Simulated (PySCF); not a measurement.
# Frontier levels across methods

Compound: CH₆B₂S.
Structure used (PBE0-D3(BJ)/def2-SVP), in Å, numbered top down from 1:
```xyz
10
CH6B2S angstrom
B     -1.548   -0.492    0.188
B     -0.756   -0.024   -1.198
S      0.964    0.359   -1.322
C      1.633    0.133    0.355
H     -1.658   -1.658    0.502
H     -2.056    0.313    0.941
H     -1.329    0.088   -2.261
H      1.510   -0.907    0.686
H      2.704    0.370    0.322
H      1.141    0.813    1.065
```

The species is `BBSC` (CH6B2S).

Basis pcSseg-2 throughout (PySCF), one geometry. Geometry: PBE0-D3(BJ)/def2-SVP, one conformer, isolated molecule.

Problem. How do the orbital energies, the gap and the dipole change with the method?

Solution. 
| method | kind | HOMO (eV) | LUMO (eV) | gap (eV) | μ (D) | SCF cycles |
| --- | --- | --- | --- | --- | --- | --- |
| BLYP | GGA | -6.43 | -2.71 | 3.71 | 1.51 | 14 |
| B97-D | GGA | -6.53 | -2.66 | 3.87 | 1.52 | 15 |
| PBE | GGA | -6.60 | -2.89 | 3.71 | 1.55 | 15 |
| OPBE | GGA | -6.61 | -2.67 | 3.94 | 1.56 | 15 |
| KT2 | GGA | -6.64 | -2.92 | 3.73 | 1.53 | 15 |
| KT3 | GGA | -6.66 | -2.77 | 3.89 | 1.50 | 14 |
| BP86 | GGA | -6.68 | -2.93 | 3.75 | 1.55 | 14 |
| LDA | LDA | -6.71 | -3.20 | 3.51 | 1.59 | 14 |
| B97-2 | global hybrid | -7.47 | -1.85 | 5.61 | 1.53 | 12 |
| B3LYP | global hybrid | -7.48 | -2.09 | 5.38 | 1.50 | 12 |
| PBE0 | global hybrid | -7.71 | -1.89 | 5.82 | 1.54 | 12 |
| mPW1PW91 | global hybrid | -7.73 | -1.87 | 5.86 | 1.54 | 12 |
| BHandHLYP | global hybrid | -8.68 | -0.84 | 7.84 | 1.50 | 12 |
| CAM-B3LYP | range-separated hybrid | -8.99 | -0.79 | 8.20 | 1.50 | 12 |
| wB97X-D | range-separated hybrid | -9.53 | 0.00 | 9.53 | 1.53 | 13 |
| HF | Hartree–Fock | -10.25 | 1.53 | 11.78 | 1.53 | 11 |
| LC-wPBE | range-separated hybrid | -10.37 | 0.40 | 10.77 | 1.53 | 13 |

The HOMO spans 3.94 eV, from BLYP down to LC-wPBE, and the gap runs from 3.51 eV (LDA) to 11.78 eV (HF). Over the methods BLYP (0 %), B97-D (0 %), PBE (0 %), OPBE (0 %), KT2 (0 %), KT3 (0 %), BP86 (0 %), LDA (0 %), B97-2 (21 %), B3LYP (20 %), PBE0 (25 %), mPW1PW91 (25 %), BHandHLYP (50 %), HF (100 %), a straight line through the gap against the share of exact exchange rises by 0.81 eV for each 10 % (correlation coefficient 0.999). The dipole ranges from 1.50 D (BHandHLYP) to 1.59 D (LDA). This basis has no diffuse functions.

The vertical ΔSCF ionisation energy at CAM-B3LYP/def2-SVPD is 9.90 eV; −ε(HOMO) comes closest to it with HF (10.25 eV) and wB97X-D (9.53 eV).
